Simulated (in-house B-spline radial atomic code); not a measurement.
Orbital energies and mean radii along the 10-electron series, configuration [He] 2s2 2p6. The effective charge is n√(-2ε), a non-relativistic measure. Computed with a radial B-spline atomic code at the basis-set limit: non-relativistic Hartree-Fock, average of the configuration, point nuclei.

This level leaves out relativity, spin-orbit splitting included, which matters for heavy ions.

| ion | Z | energy of 1s (Eh) | mean radius of 1s (bohr) | energy of 2s (Eh) | mean radius of 2s (bohr) | energy of 2p (Eh) | mean radius of 2p (bohr) | effective charge of 1s |
| --- | --- | --- | --- | --- | --- | --- | --- | --- |
| Pm51+ | 61 | -1718.86 | 0.024856 | -381.23 | 0.10397 | -369.77 | 0.08825 | 58.632 |
| Sm52+ | 62 | -1777.93 | 0.024451 | -395.17 | 0.1022 | -383.51 | 0.086719 | 59.631 |
| Eu53+ | 63 | ? | ? | ? | ? | ? | ? | ? |
| Gd54+ | 64 | ? | ? | ? | ? | ? | ? | ? |
| Tb55+ | 65 | -1961.14 | 0.023312 | -438.49 | 0.09723 | -426.22 | 0.082427 | 62.628 |
| Dy56+ | 66 | -2024.21 | 0.022955 | -453.44 | 0.095679 | -440.96 | 0.081089 | 63.627 |
| Ho57+ | 67 | -2088.28 | 0.022609 | -468.63 | 0.094177 | -455.95 | 0.079794 | 64.626 |
| Er58+ | 68 | -2153.36 | 0.022274 | -484.07 | 0.092721 | -471.18 | 0.07854 | 65.626 |

Problem. Fill in the row of Eu53+.

Solution. energy of 1s (Eh): -1838; mean radius of 1s (bohr): 0.024059; energy of 2s (Eh): -409.36; mean radius of 2s (bohr): 0.10049; energy of 2p (Eh): -397.49; mean radius of 2p (bohr): 0.085239; effective charge of 1s: 60.63.

Problem. Fill in the row of Gd54+.

Solution. energy of 1s (Eh): -1899.07; mean radius of 1s (bohr): 0.02368; energy of 2s (Eh): -423.8; mean radius of 2s (bohr): 0.098831; energy of 2p (Eh): -411.73; mean radius of 2p (bohr): 0.083809; effective charge of 1s: 61.629.

Problem. How does the screening of 1s change?

Solution. Z less the effective charge goes from 2.37 at Z = 61 to 2.37 at Z = 68.
